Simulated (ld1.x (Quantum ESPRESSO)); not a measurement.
**Cutoff test, F (Z = 9), RRKJ**

fluorine (F), norm-conserving RRKJ (Kleinman–Bylander form), made with ld1.x (Quantum ESPRESSO) 7.5 (LDA (PZ), scalar-relativistic). Core [He], reference 2s2 2p3 (charge +2). Waves: 2p (bound): rc 1.94 bohr; 3d channel at 0.5 Ry: rc 1.75 bohr; 2s (bound): rc 0.80 bohr. Local part: the s channel. Core correction: a·sin(br)/r model core inside 0.55 bohr.

The pseudo-atom Hamiltonian at the reference potential is diagonalised in spherical Bessel functions j_l(qr) that vanish at 20 bohr, with q² up to the cutoff. All-electron valence levels (Ry): 2p -3.6098, 2s -4.9690.

Q: How do the lowest levels (Ry) of each channel move with the cutoff, and are there ghosts?

A:

```tsv
cutoff (Ry)	p #1	p #2	d #1	s #1	f #1	Σ f·Δε (mRy)
8	-2.0375	-0.6099	-0.5391	-4.5978	-0.2547	5459.3
15	-2.9654	-0.7453	-0.5478	-4.7338	-0.2547	2403.5
21	-3.3740	-0.7927	-0.5506	-4.7384	-0.2547	1168.5
35	-3.6077	-0.8179	-0.5517	-4.8076	-0.2547	329.0
45	-3.6094	-0.8181	-0.5517	-4.8686	-0.2547	201.9
60	-3.6097	-0.8181	-0.5517	-4.9311	-0.2547	76.0
90	-3.6098	-0.8182	-0.5517	-4.9623	-0.2547	13.5
110	-3.6098	-0.8182	-0.5517	-4.9634	-0.2547	11.2
160	-3.6098	-0.8182	-0.5517	-4.9657	-0.2547	6.7
200	-3.6098	-0.8182	-0.5517	-4.9682	-0.2547	1.7
300	-3.6098	-0.8182	-0.5517	-4.9689	-0.2547	0.3
400	-3.6098	-0.8182	-0.5517	-4.9690	-0.2547	0.0
```

Result: no extra level below or beside the all-electron valence levels (p, d, s, f tested); 10 mRy is reached at 140 Ry and 1 mRy at 230 Ry.

Its largest configuration-test error is +4631 meV.
